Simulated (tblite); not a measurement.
Compound: C₆H₁₄Si₃.
Bonds: C1–C2 (double), C2–C3, C3–Si4, Si4–C5, C5–Si6, Si6–C7, C7–C8 (triple), C8–Si9. Hydrogens: H10, H11 on C1; H12 on C2; H13, H14 on C3; H15, H16 on Si4; H17, H18 on C5; H19, H20 on Si6; H21, H22, H23 on Si9.

The geometry is computed with GFN2-xTB (gas phase).

(1) Give the optimised bond lengths and angles.

Results:

(1) 
```
                     bond  length (Å)
                    C1=C2       1.321
                    C2–C3       1.484
                   C3–Si4       1.909
                   Si4–C5       1.902
                   C5–Si6       1.905
                   Si6–C7       1.852
                    C7≡C8       1.211
                   C8–Si9       1.849
                   C1–H10       1.077
                   C1–H11       1.078
                   C2–H12       1.082
           C3–H13, C3–H14       1.091
         Si4–H15, Si4–H16       1.470
           C5–H17, C5–H18       1.090
         Si6–H19, Si6–H20       1.470
Si9–H21, Si9–H22, Si9–H23       1.465
```

Bonds in one row agree within 0.01 Å and their mean is given. A selection of angles:
```
      angle  degrees
  C2–C1–H10    122.2
  C2–C1–H11    121.6
 H10–C1–H11    116.2
   C1–C2–C3    125.0
  C1–C2–H12    119.8
  C3–C2–H12    115.1
  C2–C3–Si4    111.0
  C2–C3–H13    109.7
 Si4–C3–H13    108.9
 H13–C3–H14    107.8
  C3–Si4–C5    109.5
 C3–Si4–H15    110.3
 C5–Si4–H15    109.8
H15–Si4–H16    108.4
 Si4–C5–Si6    116.4
 Si4–C5–H17    109.1
 Si4–C5–H18    108.1
 Si6–C5–H17    108.9
 Si6–C5–H18    107.8
 H17–C5–H18    105.9
  C5–Si6–C7    109.1
 C5–Si6–H19    110.3
 C5–Si6–H20    110.5
 C7–Si6–H19    108.0
H19–Si6–H20    110.4
  Si6–C7–C8    178.4
  C7–C8–Si9    177.9
 C8–Si9–H21    107.8
 C8–Si9–H22    108.5
H21–Si9–H22    110.7
```

Dihedral angles: C1–C2–C3–Si4 105° (anticlinal); C2–C3–Si4–C5 171° (antiperiplanar); C3–Si4–C5–Si6 -74° (synclinal); Si4–C5–Si6–C7 59° (synclinal). The mirror-image conformer, all signs reversed, is as good.

Of the pairs four or more bonds apart, C7···H13 is among the closest relative to their van der Waals radii: 2.69 Å, 93 % of the sum of Bondi's values. The 5 C–Si bonds span 1.849 Å (C8–Si9, drawn single) to 1.909 Å (C3–Si4, drawn single), a spread of 0.060 Å. Si6 (SiH2 silicon) is tetrahedral (angles from 108.0° to 110.5°). The 3 C–C bonds span 1.211 Å (C7≡C8, drawn triple) to 1.484 Å (C2–C3, drawn single), a spread of 0.273 Å. Si9 (SiH3 silicon) is tetrahedral (angles from 107.8° to 110.8°). Si4 (SiH2 silicon) is tetrahedral (angles from 108.4° to 110.3°).

Point group: C1 (no symmetry element, even within 0.4 Å). GFN2-xTB frequencies show an imaginary mode (29i cm⁻¹), so the point is no minimum at that level. 3 starts were optimised and ended at 0.00, 0.18 and 0.34 kcal/mol (GFN2-xTB); the lowest of these is shown.

The run took 6.1 s wall on Arm Neoverse N1, one thread, no GPU, shared host with 64 logical CPUs at a one-minute load of 61. These figures are those of the optimisation.
